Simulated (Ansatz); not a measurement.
Ansatz (an electronic-structure program) input file for Cl₅Nb, SMILES [Cl][Nb-]([Cl])([Cl])([Cl])[Cl] (connectivity only; charge and spin as stated), charge -1, multiplicity 2, PBE/def2-TZVPD. Geometry: B3LYP-D3(BJ)/def2-SVPD. The geometry has at least one imaginary mode, so it is a saddle point at that level. The multiplicity is an assumed one; other spin states were not compared. The def2 effective core potentials stand for the cores of Nb; spin–orbit coupling is left out.

Ansatz 0.2 input:
```yaml
crystal:
  periodic: [false, false, false]
  atoms:
    - {symbol: Nb, position_ang: [-0.00000000, 0.00000000, -0.03345528]}
    - {symbol: Cl, position_ang: [-0.00000002, 2.43711799, -0.02386230]}
    - {symbol: Cl, position_ang: [0.00000001, -2.43711799, -0.02386230]}
    - {symbol: Cl, position_ang: [0.00000001, 0.00000000, 2.32723709]}
    - {symbol: Cl, position_ang: [-2.09108138, -0.00000002, -1.09941310]}
    - {symbol: Cl, position_ang: [2.09108138, 0.00000002, -1.09941312]}
basis:
  gaussian:
    orbitals: def2-TZVPD
hamiltonian:
  xc: {name: PBE}
total_charge: -1
magnetization: {spin_polarized: true, initial_magnetization: 1}
```

Output:

```
WARN ansatz: RAYON_NUM_THREADS=2 ignored (pool sized by the plan → 2); use --threads N
Functional definition: PBE
integrals: 0.39 GiB planned
1718 factors; their error is unknown
mean field: 2.16 GiB planned
mean field evaluation 1: about -64151.0599 eV, gradient 1.3e1 eV
mean field evaluation 2: about -64126.4293 eV, gradient 7.8e1 eV
mean field evaluation 4: about -64151.9975 eV, gradient 2.7e0 eV
mean field evaluation 8: about -64152.0390 eV, gradient 1.1e-1 eV
mean field evaluation 16: about -64152.0195 eV, gradient 1.5e-4 eV
mean field evaluation 32: about -64151.9687 eV, gradient 3.6e-3 eV
mean field evaluation 64: about -64151.3706 eV, gradient 6.6e-1 eV
mean field evaluation 96: about -64151.9404 eV, gradient 3.1e0 eV
mean field -64152.01951047 eV, -2357.5432332092 hartree, gradient 3.2e-6 eV, S^2 0.754360; 15 other end points of the search recorded, 0 dependent functions left out
reference -64152.01958332 eV, -2357.5432358865 hartree; 50, 49 occupied and 220, 221 virtual orbitals, 1718 factors
Total energy: -64152.01958332 eV, -2357.5432358865 hartree
```

The calculation finished and met its thresholds.
